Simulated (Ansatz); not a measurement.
BGaH6OSi (`[OH][GaH][BH][SiH3]`) at its PBE0-D4/def2-TZVP geometry, where that method's forces vanish. The species carries charge 0 and has multiplicity 1.

| atom | x (Å) | y (Å) | z (Å) |
| --- | --- | --- | --- |
| O1 | -0.0389 | -2.3191 | 1.3634 |
| Ga2 | 1.0692 | -1.1339 | 0.5908 |
| B3 | 0.3226 | 0.7924 | 0.4349 |
| Si4 | -0.8944 | 1.3950 | -1.0389 |
| H5 | 0.3248 | -3.2053 | 1.4148 |
| H6 | 2.4444 | -1.7239 | 0.1007 |
| H7 | 0.5794 | 1.5906 | 1.2912 |
| H8 | -2.2627 | 1.1861 | -0.4731 |
| H9 | -0.7906 | 0.5852 | -2.2838 |
| H10 | -0.7536 | 2.8328 | -1.4000 |

Problem. For each bond, give half the difference of the two atoms' forces along it (eV/Å; positive pushes the atoms apart) under PBE-D4, r2SCAN-D4, B3LYP-D4, ωB97M-V in def2-TZVPP. (Best estimate.)

Solution. Computed: 
| bond | length (Å) | PBE-D4 | r2SCAN-D4 | B3LYP-D4 | ωB97M-V |
| --- | --- | --- | --- | --- | --- |
| O1–Ga2 | 1.797 | 0.37 | 0.07 | 0.25 | 0.10 |
| O1–H5 | 0.959 | 0.40 | 0.05 | -0.03 | -0.07 |
| Ga2–B3 | 2.072 | -0.17 | -0.07 | 0.01 | 0.03 |
| Ga2–H6 | 1.575 | 0.00 | -0.07 | -0.08 | -0.13 |
| B3–Si4 | 2.004 | -0.10 | 0.01 | 0.07 | 0.10 |
| B3–H7 | 1.198 | 0.12 | 0.00 | -0.15 | -0.15 |
| Si4–H8 | 1.495 | 0.15 | 0.02 | -0.07 | -0.13 |
| Si4–H9 | 1.489 | 0.08 | -0.03 | -0.06 | -0.09 |
| Si4–H10 | 1.489 | 0.10 | -0.01 | -0.06 | -0.11 |

B3LYP here is the variant with VWN-RPA as its local correlation; programs differ in this.
